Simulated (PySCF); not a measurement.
Assigning NMR signals

Molfile (atoms numbered from 1):
```
C4H6ClNSi
     RDKit          3D

 13 12  0  0  0  0  0  0  0  0999 V2000
   -2.4136   -1.7746   -1.4873 N   0  0  0  0  0  0  0  0  0  0  0  0
   -1.9571   -1.1686   -0.6329 C   0  0  0  0  0  0  0  0  0  0  0  0
   -1.3740   -0.3800    0.4261 C   0  0  0  0  0  0  0  0  0  0  0  0
   -0.7530    0.8531   -0.1659 C   0  0  0  0  0  0  0  0  0  0  0  0
    0.5523    1.0561   -0.2838 C   0  0  0  0  0  0  0  0  0  0  0  0
    1.9261   -0.1147    0.2599 Si  0  0  0  0  0  4  0  0  0  0  0  0
    3.6764    0.7790   -0.1874 Cl  0  0  0  0  0  0  0  0  0  0  0  0
   -2.1710   -0.1088    1.1259 H   0  0  0  0  0  0  0  0  0  0  0  0
   -0.6273   -0.9860    0.9431 H   0  0  0  0  0  0  0  0  0  0  0  0
   -1.4670    1.5830   -0.5296 H   0  0  0  0  0  0  0  0  0  0  0  0
    0.8676    1.9854   -0.7433 H   0  0  0  0  0  0  0  0  0  0  0  0
    1.8805   -0.3333    1.7081 H   0  0  0  0  0  0  0  0  0  0  0  0
    1.8556   -1.3901   -0.4505 H   0  0  0  0  0  0  0  0  0  0  0  0
  1  2  3  0
  2  3  1  0
  3  4  1  0
  4  5  2  0
  5  6  1  0
  6  7  1  0
  3  8  1  0
  3  9  1  0
  4 10  1  0
  5 11  1  0
  6 12  1  0
  6 13  1  0
M  END
```

- NMR shieldings at PBE0/pcSseg-1/GIAO
- structure optimised with GFN2-xTB
- run in PySCF 2.14.0 with density-fitted response routines
- no solvent model, averaged over atoms made equivalent by symmetry, fast rotation or ring inversion, non-relativistic, one conformer

δ = σ(ref) − σ, references computed at the same level: $^{13}$C (σref 186.93) and $^{1}$H (σref 31.72) against TMS.

Q: Assign these signals to the numbered atoms. $^{13}$C{$^{1}$H} NMR (computed): δ 148.4, 139.2, 119.4, 23.8.

A: 
| δ (ppm) | atoms | environment | reason |
| --- | --- | --- | --- |
| 148.4 | C4 | alkene CH | an sp2 carbon of a C=C bond |
| 139.2 | C5 | alkene CH | – |
| 119.4 | C2 | nitrile carbon | typical of a nitrile |
| 23.8 | C3 | allylic sp3 CH2 | a saturated carbon with 2 carbon neighbours and no heteroatom attached |

Q: Assign these signals to the numbered atoms. $^{1}$H NMR (400 MHz, computed): δ 6.65 (m, 1H), 6.12 (m, 1H), 5.59 (d, 2H), 2.84 (d, 2H).

A: 
| δ (ppm) | atoms | environment | reason |
| --- | --- | --- | --- |
| 6.65 | H10 | hydrogen on an alkene CH | attached to an sp2 carbon and in the plane of the double bond |
| 6.12 | H11 | hydrogen on an alkene CH | – |
| 5.59 | H12/H13 | hydrogen on a silicon bonded to C, Cl | – |
| 2.84 | H8/H9 | hydrogen on an allylic sp3 CH2 | allylic position |

Shifts are as computed. Against solution values, carbons near 30 ppm lie about +3 ppm off and those near 130 ppm about +5 ppm. Of 1211 compounds with measured shifts, 218 miss one by over three times the rms of a fit or turn the order of signals round; such compounds aren't used in these exercises. Multiplicities follow the n + 1 count of equivalent neighbours, as no J values were calculated; m marks all less simple cases, F and P coupling included.
